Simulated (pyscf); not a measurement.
## `[O]=[Mo]([OH])([OH])([OH])[Cl]`, singlet

Gas-phase minimum from PySCF at ωB97X-D3(BJ)/def2-SVP, one conformer. 

SMILES: [O]=[Mo]([OH])([OH])([OH])[Cl]
```xyz
9

O     -1.9586     0.7864     0.2398
Mo    -0.7774     1.1214    -0.8501
O      0.6166     0.0132    -0.3105
O     -1.7070     1.9824    -2.2145
O      0.0684     2.6682    -0.2859
Cl    -0.8452    -0.6062    -2.5546
H      0.8828    -0.7719    -0.8083
H     -1.8799     1.5675    -3.0706
H     -0.1660     3.2092     0.4793
```

Bonded distances (Å): O1–Mo2 1.642, Mo2–O3 1.861, Mo2–O4 1.862, Mo2–O5 1.851, Mo2–Cl6 2.428, O3–H7 0.967, O4–H8 0.967, O5–H9 0.966. Bond angles (°): O1–Mo2–O3 103.0, O1–Mo2–O4 102.8, O1–Mo2–O5 107.3, O1–Mo2–Cl6 107.5, O3–Mo2–O4 149.5, O3–Mo2–O5 93.8, O3–Mo2–Cl6 78.5, O4–Mo2–O5 93.7, O4–Mo2–Cl6 78.5, O5–Mo2–Cl6 145.2, Mo2–O3–H7 122.7, Mo2–O4–H8 122.7, Mo2–O5–H9 126.8.

Properties at ωB97X-D3(BJ)/def2-SVP:

- Harmonic wavenumbers, unscaled = 52, 75, 225, 228, 250, 288, 319, 351, 370, 393, 414, 547, 676, 679, 763, 766, 841, 1124, 3871, 3875, 3901 cm⁻¹
- Zero-point energy = 28.6 kcal/mol
- Rotational symmetry number = 1
- Entropy of this conformer at 298 K and 1 atm, rigid rotor and harmonic oscillator, modes under 100 cm⁻¹ raised to 100 = 382.1 J/(mol K)
- Dipole moment = 1.91 D

Single-point totals, which compare only within one level:

| level | total energy (hartree) |
|---|---|
| ωB97X-D3(BJ)/def2-TZVP | -831.50444 |
| PBE/def2-TZVP | -831.00785 |
| r²SCAN/def2-TZVP | -831.33474 |
| B3LYP-D3(BJ)/def2-TZVP | -831.49949 |
| PBE0-D3(BJ)/def2-TZVP | -830.96476 |
| M06-2X/def2-TZVP | -831.16743 |
| ωB97M-D3(BJ)/def2-TZVP | -831.49757 |

Soft torsions are taken as harmonic, which can shift the entropy by several J/(mol K). Elements past Kr carry the def2 core potentials, without spin-orbit coupling.
